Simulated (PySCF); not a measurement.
## Ru(2+) (ruthenium, charge +2) across methods

[Kr] 4d5 5p1, high-spin 7P determinant (an excited configuration). Calculation: PySCF 2.14, in def2-QZVPPD with the def2 core potential (28 electrons); a scalar-relativistic core potential.

```
method  E (hartree)  mean ε 4p β (eV)  mean ε 4d α (eV)  mean ε 5p α (eV)  Σ⟨r²⟩ (bohr²)    ⟨S²⟩
  BLYP     -93.5152           -70.389           -29.923           -15.762          35.30  12.000
 B3LYP     -93.5793           -72.596           -31.751           -16.418          35.34  12.000
  PBE0     -93.5567           -72.958           -32.309           -16.567          35.31  12.000
  TPSS     -93.5324           -70.624           -30.215           -15.843          35.27  12.000
   PBE     -93.5627           -70.422           -30.242           -15.954          35.24  12.000
M06-2X     -93.4276           -75.391           -34.042           -17.336          35.26  12.000
   UHF    -93.02465           -79.086           -37.753           -17.998          35.93  12.000
r2SCAN     -93.6118           -71.169           -30.807           -16.042          35.22  12.000
```

**Question.** Estimate the same row for LDA.

**Answer.** E (hartree) = -93.3259; mean ε 4p β (eV) = -70.426; mean ε 4d α (eV) = -30.285; mean ε 5p α (eV) = -16.117; Σ⟨r²⟩ (bohr²) = 35.32; ⟨S²⟩ = 12.000.

Energies and moments cover only the electrons outside the core potential.
